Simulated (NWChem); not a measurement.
## A calculation on AgCl

```xyz
2

Ag     0.0000     0.0000    -0.6112
Cl     0.0000     0.0000     1.6899
```
Charge 0, spin multiplicity 1.

The numbers come from NWChem runs, not from measurements. The geometry was optimised at PBE0/def2-SVP with def2 effective core potentials on Ag, a minimum by its harmonic frequencies.

Symmetry labels belong to the abelian group C2v used in the runs, with the axes of the coordinates shown; states degenerate in a higher group split over its labels.

Effective core potentials replace the inner electrons of Ag; spin-orbit coupling is left out. The structure started from a generated list of species.

Question: List the lowest 4 singlet excitations that CIS/def2-SVPD with def2 effective core potentials on Ag gives, with oscillator strengths.

Answer: 
```
state  symmetry  energy (eV)  wavelength (nm)      f
-----  --------  -----------  ---------------  -----
1            a1         4.85              256  0.040
2            b2         4.94              251  0.028
3            b1         4.94              251  0.028
4            a2         6.48              191  0.000
```
